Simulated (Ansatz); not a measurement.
Start from `F[C@H]1[C@H](F)C1(F)F` and change one atom or group to get `FC1CC1(F)F`.

Ansatz, PBE0-D4/def2-TZVP geometries, multiplicity 1. 

| property | `F[C@H]1[C@H](F)C1(F)F` |
| --- | --- |
| zero-point energy (PBE0-D4/def2-TZVP) / kJ/mol | 132.4 |
| HOMO energy (PBE/def2-TZVPP) / eV | -7.08 |
| HOMO energy (ωB97M-V/def2-TZVPP) / eV | -11.08 |
| size of the dipole moment (ωB97M-V/def2-TZVPP) / D | 0.86 |
| ideal-gas entropy at 298 K and 1 bar (rigid rotor, harmonic PBE0-D4/def2-TZVP) / J/(mol·K) | 324 |
| HOMO energy (PBE0/def2-TZVPP) / eV | -8.73 |

**Question.** What does the change do to each property? (Best estimate.)

**Answer.** Computed: 
```csv
property,`FC1CC1(F)F`,shift
zero-point energy (PBE0-D4/def2-TZVP) / kJ/mol,152.5,20.1
HOMO energy (PBE/def2-TZVPP) / eV,-6.84,0.24
HOMO energy (ωB97M-V/def2-TZVPP) / eV,-10.79,0.29
size of the dipole moment (ωB97M-V/def2-TZVPP) / D,2.20,1.34
"ideal-gas entropy at 298 K and 1 bar (rigid rotor, harmonic PBE0-D4/def2-TZVP) / J/(mol·K)",309,-15
HOMO energy (PBE0/def2-TZVPP) / eV,-8.44,0.29
```

With PBE0 the HOMO rises by 0.29 eV and the LUMO rises by 0.77 eV, so the gap widens by about 0.48 eV. PBE moves the HOMO by 0.24 eV and ωB97M-V by 0.29 eV. Dipoles are sizes alone; their direction can turn.
